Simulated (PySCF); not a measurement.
## Continuum solvent and chemical shifts

Atoms are numbered as in `[N:1]#[C:2][B:3]1[CH:4]=[CH:5][CH:6]=[CH:7][CH:8]=[CH:9]1`. Each H is labelled by its parent atom.

GIAO PBE0/pcSseg-1 in PySCF 2.14 on one PBE0-D3(BJ)/def2-SVP conformer, non-relativistic, equivalent nuclei averaged. Solvents enter as an IEF-PCM continuum (cyclohexane with ε = 2.0, tetrahydrofuran with ε = 7.4) around the gas-phase geometry. Shifts are referred to TMS, BF3·OEt2 computed in the same medium.

In cyclohexane, δ in ppm: C4/C9 164.0, C5/C8 159.1, C6/C7 146.7, C2 137.4, B3 31.7, H(C4)/H(C9) 8.55, H(C5)/H(C8) 8.48, H(C6)/H(C7) 7.89. Dipole moment 7.17 D.

Question: How does each δ change in the more polar medium?

Answer: 
```json
{"atoms": "C4/C9", "environment": "alkene CH", "Δδ, tetrahydrofuran": "+0.1"}
{"atoms": "C5/C8", "environment": "alkene CH", "Δδ, tetrahydrofuran": "+1.8"}
{"atoms": "C6/C7", "environment": "alkene CH", "Δδ, tetrahydrofuran": "+1.9"}
{"atoms": "C2", "environment": "nitrile carbon", "Δδ, tetrahydrofuran": "+2.6"}
{"atoms": "B3", "environment": "boron bonded to 3 C, in a 7-membered ring", "Δδ, tetrahydrofuran": "-0.2"}
{"atoms": "H(C4)/H(C9)", "environment": "hydrogen on an alkene CH", "Δδ, tetrahydrofuran": "+0.06"}
{"atoms": "H(C5)/H(C8)", "environment": "hydrogen on an alkene CH", "Δδ, tetrahydrofuran": "+0.18"}
{"atoms": "H(C6)/H(C7)", "environment": "hydrogen on an alkene CH", "Δδ, tetrahydrofuran": "+0.21"}
```

Changes are relative to cyclohexane. The dipole moment becomes 8.10 D in tetrahydrofuran.

Question: Which nuclei move most (in ppm), and what does the model miss?

Answer: C2 (nitrile carbon, +2.6 ppm) in tetrahydrofuran. A continuum only polarises the solute; specific hydrogen bonds, the anisotropy of aromatic solvents and changes of geometry or conformer are outside it.
